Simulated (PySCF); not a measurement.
ClH2Si, SMILES [SiH2]Cl, multiplicity 2. Atoms are numbered in the order given.

```xyz
4

Si    -1.0329     0.1014     0.0000
Cl     1.0317    -0.0164     0.0000
H     -1.5389    -0.5700    -1.2234
H     -1.5389    -0.5700     1.2234
```
Charge 0, spin multiplicity 2.

The structure is a stationary point at B3LYP-D3(BJ)/def2-TZVP. The isomer is the one that the SMILES or the coordinates give; other isomers of the formula were not compared.

The numbers are results of PySCF with M06-2X/def2-TZVPD, not measurements.

Mulliken values depend strongly on the basis, most of all with diffuse functions as here. ESP charges are fitted to the potential on shells at 1.4 to 2.0 van der Waals radii. Atomic charges (e):

```csv
atom,ESP fit,Mulliken,meta-Löwdin,Mulliken spin
Si1,0.13,0.26,(withheld),0.81
Cl2,-0.14,-0.26,(withheld),0.06
H3,0.00,0.00,(withheld),0.06
H4,0.00,0.00,(withheld),0.06
```

Complete the blanks. (An estimate is asked for; the answer gives what the named calculation found.)


- Si1, meta-Löwdin: 0.45
- Cl2, meta-Löwdin: -0.29
- H3, meta-Löwdin: -0.08
- H4, meta-Löwdin: -0.08
